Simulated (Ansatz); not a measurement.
C2H7AlO2, SMILES `C[CH2][Al]([OH])[OH]`, relaxed with RKS PBE-D4/def2-SVP in Ansatz from a rough embedded geometry. The force threshold is 0.03 eV/Å; the program also tests the step.

The species carries charge 0 and has multiplicity 1.

Start:

```xyz
12

C    -1.266    0.991    0.586
C    -0.967   -0.345   -0.028
Al    0.916   -0.447   -0.630
O     1.665   -2.053   -1.326
O     2.041    0.983   -0.436
H    -1.125    1.819   -0.247
H    -2.331    1.044    0.857
H    -0.617    1.227    1.409
H    -1.114   -1.084    0.759
H    -1.603   -0.538   -0.890
H     1.934   -2.500   -0.532
H     2.466    0.904    0.480
```

(1) By how much does the energy fall, and how many steps does the optimiser take? (Best estimate.)

(2) Which bonds change most? (Estimate.)

(3) Give the relaxed structure. (Best estimate.)

Answers

(1) Computed: 24.78 kcal/mol, in 12 steps.

(2) Ansatz gave: Al3–O4 from 1.904 to 1.724 Å; Al3–O5 from 1.830 to 1.719 Å; C1–H6 from 1.183 to 1.109 Å; O5–H12 from 1.012 to 0.970 Å.

(3) Ansatz gave: 
```xyz
12

C    -1.372    0.993    0.608
C    -0.893   -0.320   -0.033
Al    1.044   -0.442   -0.338
O     1.925   -1.879   -0.698
O     1.955    1.014   -0.262
H    -1.074    1.876    0.007
H    -2.478    1.026    0.719
H    -0.938    1.139    1.618
H    -1.216   -1.197    0.573
H    -1.385   -0.470   -1.022
H     1.520   -2.757   -0.754
H     2.912    1.016   -0.418
```
